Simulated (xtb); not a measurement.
SSn, singlet, from a rough starting geometry (GFN-xTB shapes and energies of metal compounds can be far from the true ones); GFN2-xTB (xtb).

Here is a job for xtb.
```
$ xtb mol.xyz --gfn 2 --opt vtight --json

# file mol.xyz
2

Sn     0.05232187     0.01778548    -1.11655594
S     -0.05675434     0.07834460     1.11356606
```

What does xtb print? Leave out banner, timings and long lists.


```
   ID    Z sym.   atoms
    1   50 Sn     1
    2   16 S      2

           -------------------------------------------------
          |                Calculation Setup                |
           -------------------------------------------------

           -------------------------------------------------
          |                 G F N 2 - x T B                 |
           -------------------------------------------------

          ...................................................
          :                      SETUP                      :
          :.................................................:
          :  # basis functions                  20          :
          :  # atomic orbitals                  18          :
          :  # shells                            6          :
          :  # electrons                        10          :
          :  max. iterations                   250          :
          :  Hamiltonian                  GFN2-xTB          :
          :  restarted?                      false          :
          :  GBSA solvation                  false          :
          :  PC potential                    false          :
          :  electronic temp.          300.0000000     K    :
          :  accuracy                    1.0000000          :
          :  -> integral cutoff          0.2500000E+02      :
          :  -> integral neglect         0.1000000E-07      :
          :  -> SCF convergence          0.1000000E-05 Eh   :
          :  -> wf. convergence          0.1000000E-03 e    :
          :  Broyden damping             0.4000000          :
          :  net charge                          0          :
          :  unpaired electrons                  0          :
          ...................................................

 iter      E             dE          RMSdq      gap      omega  full diag
   1     -4.9680874 -0.496809E+01  0.544E+01    1.94       0.0  T
   2     -4.9093846  0.587028E-01  0.299E+01    6.00       1.0  T
   3     -5.4161169 -0.506732E+00  0.356E+01    2.64       1.0  T
   4     -5.1503159  0.265801E+00  0.212E+01    4.62       1.0  T
   5     -5.4023035 -0.251988E+00  0.544E+00    3.24       1.0  T
   6     -5.4227267 -0.204232E-01  0.888E-01    2.84       1.0  T
   7     -5.4222601  0.466575E-03  0.108E+00    2.89       1.0  T
   8     -5.4226370 -0.376868E-03  0.439E-01    2.80       1.0  T
   9     -5.4227300 -0.930059E-04  0.157E-01    2.82       1.0  T
  10     -5.4227369 -0.694884E-05  0.338E-02    2.83       2.1  T
  11     -5.4227371 -0.210389E-06  0.849E-03    2.83       8.3  T
  12     -5.4227371  0.116071E-08  0.214E-03    2.83      33.0  T
  13     -5.4227371 -0.179037E-08  0.463E-04    2.83     152.7  T
  14     -5.4227371 -0.312458E-09  0.132E-04    2.83     536.5  T

   *** convergence criteria satisfied after 14 iterations ***

         :::::::::::::::::::::::::::::::::::::::::::::::::::::
         ::                     SUMMARY                     ::
         :::::::::::::::::::::::::::::::::::::::::::::::::::::
         :: total energy              -5.412206134335 Eh    ::
         :: gradient norm              0.001123221154 Eh/a0 ::
         :: HOMO-LUMO gap              2.829376283036 eV    ::
         ::.................................................::
         :: SCC energy                -5.422737134525 Eh    ::
         :: -> isotropic ES            0.000729274941 Eh    ::
         :: -> anisotropic ES          0.006863071308 Eh    ::
         :: -> anisotropic XC         -0.003214708928 Eh    ::
         :: -> dispersion             -0.001127498275 Eh    ::
         :: repulsion energy           0.010531000190 Eh    ::
         :: add. restraining           0.000000000000 Eh    ::
         :: total charge               0.000000000000 e     ::
         :::::::::::::::::::::::::::::::::::::::::::::::::::::

      -----------------------------------------------------------
     |                   =====================                   |
     |                        A N C O P T                        |
     |                   =====================                   |
     |               Approximate Normal Coordinate               |
     |                Rational Function Optimizer                |
      -----------------------------------------------------------
      -----------------------------------------------------------
     |                   =====================                   |
     |                        A N C O P T                        |
     |                   =====================                   |
     |               Approximate Normal Coordinate               |
     |                Rational Function Optimizer                |
      -----------------------------------------------------------

          ...................................................
          :                      SETUP                      :
          :.................................................:
          :   optimization level         verytight          :
          :   max. optcycles                   200          :
          :   ANC micro-cycles                  20          :
          :   degrees of freedom                 1          :
          :.................................................:
          :   RF solver                   davidson          :
          :   write xtbopt.log                true          :
          :   linear (good luck)              true          :
          :   energy convergence         0.1000000E-06 Eh   :
          :   grad. convergence          0.2000000E-03 Eh/α :
          :   maxmium RF displ.          1.0000000          :
          :   Hlow (freq-cutoff)         0.1000000E-01      :
          :   Hmax (freq-cutoff)         5.0000000          :
          :   S6 in model hess.         20.0000000          :
          ...................................................

generating ANC from exact Hessian ...
Using Lindh-Hessian (1995)
[...]
 * total energy  :    -5.4122061 Eh     change       -0.7013057E-11 Eh
 * total energy  :    -5.4121835 Eh     change        0.2261897E-04 Eh
 * total energy  :    -5.4122048 Eh     change       -0.2131018E-04 Eh
 * total energy  :    -5.4122068 Eh     change       -0.2014222E-05 Eh
 * total energy  :    -5.4122074 Eh     change       -0.5743423E-06 Eh
 * total energy  :    -5.4122074 Eh     change        0.1679101E-10 Eh
   *** GEOMETRY OPTIMIZATION CONVERGED AFTER 6 ITERATIONS ***
[...]
          :  # atomic orbitals                  18          :
          :  # shells                            6          :
          :  # electrons                        10          :
          :  max. iterations                   250          :
          :  Hamiltonian                  GFN2-xTB          :
          :  restarted?                      false          :
          :  GBSA solvation                  false          :
          :  PC potential                    false          :
          :  electronic temp.          300.0000000     K    :
          :  accuracy                    1.0000000          :
          :  -> integral cutoff          0.2500000E+02      :
          :  -> integral neglect         0.1000000E-07      :
          :  -> SCF convergence          0.1000000E-05 Eh   :
          :  -> wf. convergence          0.1000000E-03 e    :
          :  Broyden damping             0.4000000          :
          :  net charge                          0          :
          :  unpaired electrons                  0          :
          ...................................................

 iter      E             dE          RMSdq      gap      omega  full diag
   1     -5.4228702 -0.542287E+01  0.110E-04    2.84       0.0  T
   2     -5.4228702  0.314504E-11  0.115E-04    2.84     616.8  T
   3     -5.4228702 -0.434497E-11  0.594E-05    2.84    1190.5  T

   *** convergence criteria satisfied after 3 iterations ***

         :::::::::::::::::::::::::::::::::::::::::::::::::::::
         ::                     SUMMARY                     ::
         :::::::::::::::::::::::::::::::::::::::::::::::::::::
         :: total energy              -5.412207414147 Eh    ::
         :: gradient norm              0.000000168573 Eh/a0 ::
         :: HOMO-LUMO gap              2.836064927794 eV    ::
         ::.................................................::
         :: SCC energy                -5.422870184891 Eh    ::
         :: -> isotropic ES            0.000730207334 Eh    ::
         :: -> anisotropic ES          0.006837754050 Eh    ::
         :: -> anisotropic XC         -0.003209037425 Eh    ::
         :: -> dispersion             -0.001127487174 Eh    ::
         :: repulsion energy           0.010662770745 Eh    ::
         :: add. restraining           0.000000000000 Eh    ::
         :: total charge              -0.000000000000 e     ::
         :::::::::::::::::::::::::::::::::::::::::::::::::::::

           -------------------------------------------------
          |                Property Printout                |
           -------------------------------------------------

    * Orbital Energies and Occupations

         #    Occupation            Energy/Eh            Energy/eV
      -------------------------------------------------------------
         1        2.0000           -0.8223399             -22.3770
         2        2.0000           -0.6614713             -17.9995
         3        2.0000           -0.3891697             -10.5898
         4        2.0000           -0.3743827             -10.1875
         5        2.0000           -0.3743827             -10.1875 (HOMO)
         6                         -0.2701592              -7.3514 (LUMO)
         7                         -0.2701592              -7.3514
         8                         -0.1554685              -4.2305
         9                         -0.1444226              -3.9299
        10                         -0.1444226              -3.9299
        11                         -0.0795222              -2.1639
        12                         -0.0795222              -2.1639
        13                          0.0437865               1.1915
        14                          0.0437865               1.1915
        15                          0.0566329               1.5411
        16                          0.0699210               1.9026
       ...                                ...                  ...
        18                          0.4629418              12.5973
      -------------------------------------------------------------
                  HL-Gap            0.1042235 Eh            2.8361 eV
             Fermi-level           -0.3222710 Eh           -8.7694 eV

     #   Z          covCN         q      C6AA      α(0)
     1  50 Sn       0.890     0.309   499.868    49.083
     2  16 S        0.890    -0.309   152.419    20.882

 Mol. C6AA /au·bohr⁶  :       1191.232117
 Mol. C8AA /au·bohr⁸  :     112467.649144
 Mol. α(0) /au        :         69.964552

Wiberg/Mayer (AO) data.
largest (>0.10) Wiberg bond orders for each atom

 ---------------------------------------------------------------------------
     #   Z sym  total        # sym  WBO       # sym  WBO       # sym  WBO
 ---------------------------------------------------------------------------
     1  50 Sn   2.417 --     2 S    2.417
     2  16 S    2.417 --     1 Sn   2.417
 ---------------------------------------------------------------------------

Topologies differ in total number of bonds
Writing topology from bond orders to xtbtopo.mol

molecular dipole:
                 x           y           z       tot (Debye)
 q only:        0.064      -0.035      -1.303
   full:        0.148      -0.082      -3.023       7.696
molecular quadrupole (traceless):
                xx          xy          yy          xz          yz          zz
 q only:       -0.001       0.009      -0.010       0.008      -0.177       0.011
  q+dip:       -1.934       0.013      -1.964      -0.266      -0.254       3.898
   full:        1.055       0.025       1.040       0.174      -0.498      -2.094

optimized geometry written to: xtbopt.xyz

           -------------------------------------------------
          | TOTAL ENERGY               -5.412207414147 Eh   |
          | GRADIENT NORM               0.000000168573 Eh/α |
          | HOMO-LUMO GAP               2.836064927794 eV   |
           -------------------------------------------------
```
